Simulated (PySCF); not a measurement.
Al(H)(Me)(SiH3) (CH7AlSi), SMILES [CH3][AlH][SiH3]. Atoms are numbered in the order given.

```xyz
10

Al    -0.4379     0.1247    -0.7559
H     -1.1927    -0.6569    -1.9211
C     -0.3274     2.0777    -0.8410
H      0.1647     2.3996    -1.7764
H      0.2214     2.5276     0.0016
H     -1.3386     2.5227    -0.8616
Si     0.5383    -1.1741     1.0711
H      1.1935    -0.3173     2.1092
H      1.5759    -2.1270     0.5601
H     -0.5020    -1.9996     1.7651
```

Coordinates come from a ωB97X-D3(BJ)/def2-SVP optimisation.

Level of theory: PBE0/pcSseg-1 (PySCF).

GIAO shieldings, no solvent; atoms alike by connectivity are averaged. δ = σ(ref) − σ: ¹H against TMS (σ = 31.56 ppm); ¹³C against TMS (σ = 186.3 ppm); ²⁹Si against TMS (σ = 352.7 ppm), references at their B3LYP-D3(BJ)/def2-TZVP geometries, non-relativistic.

Computed chemical shifts:
```json
[
 {"nucleus": "¹H", "atoms": "H2", "count": "1", "δ (ppm)": "6.30"},
 {"nucleus": "¹H", "atoms": "H8, H9, H10", "count": "3", "δ (ppm)": "3.42"},
 {"nucleus": "¹H", "atoms": "H4, H5, H6", "count": "3", "δ (ppm)": "0.53"},
 {"nucleus": "¹³C", "atoms": "C3", "count": "1", "δ (ppm)": "0.6"},
 {"nucleus": "²⁹Si", "atoms": "Si7", "count": "1", "δ (ppm)": "-130.3"}
]
```
